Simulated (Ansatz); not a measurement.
Complex (SMILES): N (NH3) with F (HF), atoms 1 to 4 the first; geometry from B3LYP-D3(BJ)/def2-TZVP, monomers rigid:
```xyz
6

N     -0.5698    -0.2403    -0.1194
H     -0.4344     0.5969    -0.6751
H     -0.4917     0.0187     0.8578
H      0.1864    -0.8813    -0.3329
F     -2.9138    -1.3411    -0.6221
H     -2.0588    -0.9396    -0.4388
```

Basis-set convergence of the counterpoise-corrected interaction energy at PBE with Ansatz (an electronic-structure program). All functions are spherical. No added dispersion term, no relativity. Functions are those of the species that has most. Reference: the value in aug-pcseg-3, -14.74 kcal/mol. Deviations are taken from unrounded values.

```tsv
basis	functions
cc-pVDZ	48
aug-cc-pVDZ	82
cc-pVTZ	116
jun-cc-pV(T+d)Z	134
aug-cc-pVTZ	184
cc-pVQZ	230
aug-cc-pVQZ	344
cc-pV5Z	402
```

Q: Which is the smallest correlation-consistent set listed that can be trusted to 0.2 kcal/mol here, that is, within that of the reference together with its larger relatives (same family, alike in diffuse functions; a set with none to test it counts only in the reference's own line)?

A: The smallest set listed that lies within 0.2 kcal/mol of the reference with all its larger relatives (same family, alike in diffuse functions; a set with none counts only in the reference's own line) is aug-cc-pVDZ (82 functions, 0.09 kcal/mol off). Inside, with no larger relative to test it: cc-pV5Z. Value minus reference: cc-pVDZ 1.65, aug-cc-pVDZ 0.09, cc-pVTZ 0.90, jun-cc-pV(T+d)Z 0.01, aug-cc-pVTZ 0.00, cc-pVQZ 0.46, aug-cc-pVQZ -0.01, cc-pV5Z 0.12 kcal/mol.
